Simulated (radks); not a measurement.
The numbers below are computed, except where a source is named.
Ionisation of neutral oxygen, [He] 2s2 2p4, to O+, [He] 2s2 2p3, under several functionals. Dirac Kohn-Sham, spin-unpolarised, spherical densities, point nucleus; open shells fill j = l - 1/2 first; a radial shooting solver on a logarithmic mesh with Libxc functionals. The NIST Atomic Spectra Database gives 13.618 eV (measured). Rank these functionals by the error of their Delta-SCF ionisation energy: exchange-only B88; OLYP; LDA (Slater exchange, Perdew-Zunger correlation); XLYP; exchange-only PBE; HCTH/407; PBE; AM05.

Answer. From best to worst: exchange-only B88 15.471 eV (+1.853); exchange-only PBE 15.484 eV (+1.866); AM05 16.322 eV (+2.704); OLYP 16.370 eV (+2.752); PBE 16.411 eV (+2.793); XLYP 16.457 eV (+2.839); LDA (Slater exchange, Perdew-Zunger correlation) 16.564 eV (+2.946); HCTH/407 16.707 eV (+3.089). Spin polarisation and multiplet splitting are left out, so open shells lie too high by an amount that depends on their filling.

Beside tabulated values, note that spin-unpolarised runs miss the spin-polarisation part of the exchange energy of open shells.
